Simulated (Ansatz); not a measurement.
Geometry optimisation, RKS CAM-B3LYP-D4/6-31G* (Ansatz 0.2.0).

The input (input.yaml):

```yaml
crystal:
  periodic: [false, false, false]
  atoms:
    - { symbol: B, position_ang: [-1.4282, 1.7481, 0.3531] }
    - { symbol: Si, position_ang: [-0.1989, 0.5351, -0.3963] }
    - { symbol: F, position_ang: [1.1414, 1.3818, -0.9202] }
    - { symbol: O, position_ang: [0.3184, -0.598, 0.8212] }
    - { symbol: C, position_ang: [1.018, -1.6296, 0.2133] }
    - { symbol: H, position_ang: [-1.9045, 2.6791, -0.3342] }
    - { symbol: H, position_ang: [-1.8018, 1.689, 1.4675] }
    - { symbol: H, position_ang: [-0.24233, -0.35244, 1.59926] }
    - { symbol: H, position_ang: [1.3035, -2.3351, 1.0589] }
    - { symbol: H, position_ang: [1.9627, -1.2169, -0.1752] }
    - { symbol: H, position_ang: [0.425, -2.1778, -0.5185] }
basis:
  gaussian: { orbitals: "6-31G*" }
hamiltonian:
  xc: cam_b3lyp
  dispersion: d4
relax:
  f_tol: 0.02
  max_steps: 50
```

Command:

```bash
$ ansatz run input.yaml --threads 2 --pin off --max-ram 3072MiB --backend cpu --events-out ev --progress --plain --runs-dir out
```

Where does it end, and by what steps?

The forces met the threshold. The force dipped under the threshold on the way, but the program's further checks kept it going. After 26 steps the energy has fallen by 1.698 eV; H7 moved furthest, 0.72 Å.

```
step  energy less start (eV)  largest force component (eV/Å)  accepted
   0                  0.0000                           4.134       yes
   1                 -0.9566                           2.169       yes
   2                 -1.4543                           0.790       yes
   3                 -1.6273                           0.637       yes
   4                 -1.5715                           1.706        no
   5                 -1.6745                           0.257       yes
   6                 -1.6833                           0.181       yes
   7                 -1.6885                           0.163       yes
   8                 -1.6914                           0.124       yes
   9                 -1.6926                           0.065       yes
  10                 -1.6934                           0.050       yes
  11                 -1.6937                           0.029       yes
  12                 -1.6939                           0.013       yes
  13                 -1.6941                           0.024       yes
  14                 -1.6936                           0.154        no
  15                 -1.6948                           0.065       yes
  16                 -1.6948                           0.156       yes
  17                 -1.6959                           0.084       yes
  18                 -1.6963                           0.052       yes
  19                 -1.6972                           0.033       yes
  20                 -1.6974                           0.051       yes
  21                 -1.6977                           0.031       yes
  22                 -1.6978                           0.015       yes
  23                 -1.6980                           0.010       yes
  24                 -1.6981                           0.024       yes
  25                 -1.6980                           0.022        no
  26                 -1.6981                           0.009       yes
```

```xyz
11
Properties=species:S:1:pos:R:3
B -1.405 1.716 0.362
Si -0.061 0.852 -0.831
F 1.327 1.710 -0.911
O 0.616 -0.324 0.667
C 0.950 -1.692 0.371
H -1.962 2.733 0.067
H -1.978 1.046 1.189
H -0.034 -0.269 1.387
H 1.377 -2.155 1.263
H 1.693 -1.655 -0.423
H 0.069 -2.239 0.027
```

Run time: 79 s on 2 threads of Arm Neoverse V2, with other jobs on the host, peak memory 0.22 GiB.
